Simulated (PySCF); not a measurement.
**Se: electron affinity**

Se⁻ [Ar] 3d10 4s2 4p5 (2P) → Se [Ar] 3d10 4s2 4p4 (3P), as a difference of total energies. Computed with PySCF 2.14 in aug-cc-pwCVDZ-PP with ECP10MDF, with scalar relativity through the core potential. Correlated levels: valence: 3s2 3p6 3d10 frozen; valence and next inner shell: nothing frozen outside the core potential. The calculations carry no spin-orbit coupling.

| method | electron affinity (eV) |
| --- | --- |
| UHF | 0.946 |
| LDA | 2.341 |
| PBE | 2.099 |
| PBE0 | 2.024 |
| r2SCAN | 2.076 |
| B97-3 | 2.036 |
| B2PLYP | 1.958 |
| BLYP | 2.074 |
| PBEsol | 2.101 |
| MP2 (valence) | 1.716 |
| SCS-MP2 (valence) | 1.697 |
| MP2 (valence and next inner shell) | 1.734 |
| SCS-MP2 (valence and next inner shell) | 1.705 |

How much does correlation contribute at MP2 (valence and next inner shell)?

1.734 − (0.946) = 0.788 eV, measured against UHF.

The reference lies between the lowest fine-structure levels, while these numbers refer to the centres of the terms.

Errors of the correlated levels include the incompleteness of this basis and the frozen core.

In the anion the highest occupied orbital energy is positive at LDA, PBE, PBE0, r2SCAN, B97-3, BLYP, PBEsol, a self-interaction effect; the basis confines that electron, and the energy difference can still be sensible.

For comparison: 2.021 eV (measured; photodetachment measurements, as compiled on the Wikipedia data page of electron affinities).
